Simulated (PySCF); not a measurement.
Isomers of C2H6OSSi.

All values: PBE0/pcSseg-1 (PySCF) at PBE0-D3(BJ)/def2-SVP geometries, gas phase, one conformer each.

(1) Rank by HOMO–LUMO gap, lowest first.
A. `[CH3:1][C:2](=[S:3])[SiH2:4][OH:5]` with C1–C2–Si4–O5 177°, C2–Si4–O5–H 3°
B. `[CH3:1][C:2](=[O:3])[SiH2:4][SH:5]` with C1–C2–Si4–S5 -173°, C2–Si4–S5–H -6°
C. `[CH3:1][C:2](=[S:3])[O:4][SiH3:5]` with C1–C2–O4–Si5 -179°
D. `[SiH3:1][O:2][C@H:3]1[CH2:4][S:5]1` with Si1–O2–C3–C4 -142°

(2) Rank by the highest IAO charge on any atom, highest value first.
A. `[SiH3:1][O:2][C@H:3]1[CH2:4][S:5]1` with Si1–O2–C3–C4 -142°
B. `[CH3:1][C:2](=[S:3])[SiH2:4][OH:5]` with C1–C2–Si4–O5 177°, C2–Si4–O5–H 3°
C. `[CH3:1][C:2](=[S:3])[O:4][SiH3:5]` with C1–C2–O4–Si5 -179°
D. `[CH3:1][C:2](=[O:3])[SiH2:4][SH:5]` with C1–C2–Si4–S5 -173°, C2–Si4–S5–H -6°

## Answers

(1) A (4.15 eV), C (5.29 eV), B (5.88 eV), D (6.89 eV).

(2) B (+0.980 e), A (+0.833 e), C (+0.790 e), D (+0.591 e).

All values together:

```
          SMILES  μ (D)  HOMO (eV)  LUMO (eV)  lowest IAO charge (e)  highest IAO charge (e)  lowest Hirshfeld charge (e)  highest Hirshfeld charge (e)
   CC(=S)O[SiH3]   1.76      -6.83      -1.54             -0.525 (O)             +0.790 (Si)                   -0.170 (O)                   +0.363 (Si)
   CC(=O)[SiH2]S   3.31      -7.38      -1.50             -0.463 (C)             +0.591 (Si)                   -0.194 (O)                   +0.290 (Si)
   CC(=S)[SiH2]O   2.57      -6.88      -2.74             -0.787 (O)             +0.980 (Si)                   -0.316 (O)                   +0.383 (Si)
[SiH3]O[C@H]1CS1   1.30      -6.77       0.12             -0.600 (O)             +0.833 (Si)                   -0.213 (O)                   +0.382 (Si)
```

Conformers: `[CH3:1][C:2](=[S:3])[O:4][SiH3:5]` with C1–C2–O4–Si5 -179°; `[CH3:1][C:2](=[O:3])[SiH2:4][SH:5]` with C1–C2–Si4–S5 -173°, C2–Si4–S5–H -6°; `[CH3:1][C:2](=[S:3])[SiH2:4][OH:5]` with C1–C2–Si4–O5 177°, C2–Si4–O5–H 3°; `[SiH3:1][O:2][C@H:3]1[CH2:4][S:5]1` with Si1–O2–C3–C4 -142°.
